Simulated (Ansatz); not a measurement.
`C[Si@@H](O)[Si@H](O)Cl` + `O[SiH2][O][GeH2][OH]` → `C[SiH](O)[O][GeH2][OH]` + `O[SiH2][SiH](O)Cl`  (redistribution)

Gas-phase electronic energies from Ansatz, PBE0-D4/def2-TZVP geometries. CBS: MP2 limit from def2 TZ/QZ plus the TZ coupled-cluster correction, frozen cores. DFT in def2-TZVPP. B3LYP here is the variant with VWN-RPA as its local correlation; programs differ in this. For Ge outer-core shells are correlated without core-valence functions, which leaves a few kJ/mol of doubt a bond. Scalar relativity is left out up to krypton. Each species was taken in one conformer, which may not be the lowest.

```json
{"level": "PBE0-D4", "ΔE (eV)": "-0.13"}
{"level": "PBE", "ΔE (eV)": "-0.10"}
{"level": "B3LYP", "ΔE (eV)": "-0.08"}
{"level": "HF/def2-TZVPP", "ΔE (eV)": "-0.04"}
```

Question: What does CCSD(T)/CBS give? (An estimate is asked.)

Answer: The calculation gave: -0.11 eV. The listed levels differ from it by -0.02, 0.01, 0.03, 0.07 eV.

Largest T1 diagnostic among the species: 0.012.

The D4 term adds −0.05 eV with B3LYP and −0.03 eV with PBE0; it sums over pairs of atoms, weighted by their polarisabilities, and B3LYP, whose exchange is more repulsive, gets the larger term. In def2-TZVPP, CCSD(T) changes the Hartree–Fock value by −0.07 eV (the triples alone add −0.01 eV) and MP2 by −0.06 eV.
